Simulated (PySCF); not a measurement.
All values below come from B3LYP-D3(BJ)/def2-TZVP (PySCF). Gas-phase values, no solvent. B3LYP has the VWN-RPA correlation part, as in Gaussian. 

Reference species (SMILES): `C=[si]1cc1` (neutral, multiplicity 1).

* **HOMO**: -5.81 eV
* **LUMO**: -1.08 eV
* **dipole moment**: 2.17 D

After one change: the HOMO falls by 0.47 eV; the LUMO falls by 0.69 eV; the dipole moment drops by 0.94 D.

Which change was made? The new species is one of these.
A) `[SiH2]=C1C=C1`
B) `C#CC=[SiH2]`
C) `C=C=C=[SiH2]`
D) `C#C[SiH]=C`

D, `C#C[SiH]=C`
